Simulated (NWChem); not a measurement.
# C3H3FO; SMILES FC1COC=1

```xyz
8

F     -0.0051    -1.8539     0.0000
C      0.0502    -0.5237     0.0000
C      0.9969     0.4166     0.0000
O      0.1153     1.5148     0.0000
C     -1.0017     0.5543     0.0000
H      2.0705     0.5451     0.0000
H     -1.6095     0.6696     0.9018
H     -1.6095     0.6696    -0.9018
```
Atoms are numbered in this order, from 1.

Computed with NWChem. Pople sets run with spherical d functions. Medium grid unless said otherwise, to which SCAN and Minnesota functionals are sensitive. All runs use the structure optimised with B3LYP/6-31G* (spherical d).

Problem. Order these by “highest occupied level (eV)”, lowest first: revPBE/6-31G*; B3LYP/6-31G*; LC-wPBE (HJS exchange hole, range parameter 0.4 per bohr)/6-31G*; MN15/6-31G*.

Solution. LC-wPBE (HJS exchange hole, range parameter 0.4 per bohr)/6-31G* (-9.00), MN15/6-31G* (-7.03), B3LYP/6-31G* (-5.96), revPBE/6-31G* (-4.74)
